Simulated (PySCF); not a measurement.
PySCF 2.14 output of an unrestricted r2SCAN0 calculation on a single atom or ion in aug-cc-pVTZ (5s4p3d2f, 46 functions), with the non-relativistic Hamiltonian (point nucleus):

```
SCF conv_tol = 1e-09
number electrons alpha = 2  beta = 1
    M. Bursch, H. Neugebauer, S. Ehlert, and S. Grimme.,  J. Chem. Phys. 156, 134105 (2022)
cycle= 1 E= -7.41697544847985  delta_E= -0.000512  |g|= 0.00306  |ddm|= 0.204
cycle= 2 E= -7.417003218748  delta_E= -2.78e-05  |g|= 0.00066  |ddm|= 0.0592
cycle= 3 E= -7.41700511971151  delta_E= -1.9e-06  |g|= 4.65e-05  |ddm|= 0.0193
cycle= 4 E= -7.41700513408462  delta_E= -1.44e-08  |g|= 7.5e-06  |ddm|= 0.00165
cycle= 5 E= -7.41700513433971  delta_E= -2.55e-10  |g|= 8.71e-07  |ddm|= 0.000202
converged SCF energy = -7.41700513433971  <S^2> = 0.75000762  2S+1 = 2.0000076
```

The run itself started from symmetry-adapted Hartree-Fock orbitals and held the occupation by maximum overlap, on a logarithmic radial grid, so the iterations belong to that start.

Problem. Which element, charge and spin multiplicity is this?

Solution. Li (lithium, neutral), multiplicity 2; the state was [He] 2p1, 2P determinant (an excited configuration).
